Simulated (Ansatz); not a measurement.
Q: Name a neutral molecule of B, C, N and H with HOMO–LUMO gap (PBE0/def2-TZVPP) between 8.20 and 8.50 eV and HOMO–LUMO gap (ωB97M-V/def2-TZVPP) between 12.20 and 12.50 eV (Ansatz, PBE0-D4/def2-TZVP geometry).

A: `CCBNC` (8.38 eV, 12.24 eV); `B1CCN1` (8.24 eV, 12.39 eV). Other molecules can fit too; these were computed, each in one conformer that needn't be the lowest.
